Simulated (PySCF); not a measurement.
A species of formula C2H8OSSi has this rotational fingerprint, computed with PySCF, PBE0-D3(BJ)/def2-SVP geometry optimisation, gas phase:

| Quantity | Value |
| --- | --- |
| Rotational constants | A = 5368, B = 1631, C = 1325 MHz |
| Dipole components | \|μa\| = 2.62 D, \|μb\| = 0.74 D, \|μc\| = 0.59 D |
| Inertial defect | -22.68 u·Å² |
| κ | -0.85 |

Question: Which candidate fits, each taken in the one conformer that was computed?
A. `[CH3:1][O:2][SiH2:3][S:4][CH3:5]` with C1–O2–Si3–S4 48°, O2–Si3–S4–C5 -88°
B. `[CH3:1][O:2][CH2:3][SiH2:4][SH:5]` with C1–O2–C3–Si4 178°, O2–C3–Si4–S5 -53°, C3–Si4–S5–H 37°

Answer: B. It is COC[SiH2]S, an asymmetric top, point group C1. The candidates at the same level (rigid rotor, commonest isotopes):

| SMILES | A (MHz) | B (MHz) | C (MHz) | μa (D) | μb (D) | μc (D) | Δ (u·Å²) | point group | rotor |
| --- | --- | --- | --- | --- | --- | --- | --- | --- | --- |
| CO[SiH2]SC | 4675 | 1988 | 1636 | 0.26 | 1.86 | 1.26 | -53.40 | C1 | asymmetric top |
| COC[SiH2]S | 5368 | 1631 | 1325 | 2.62 | 0.74 | 0.59 | -22.68 | C1 | asymmetric top |

`CO[SiH2]SC` has C 23 % too high. No structure here is proved a minimum.
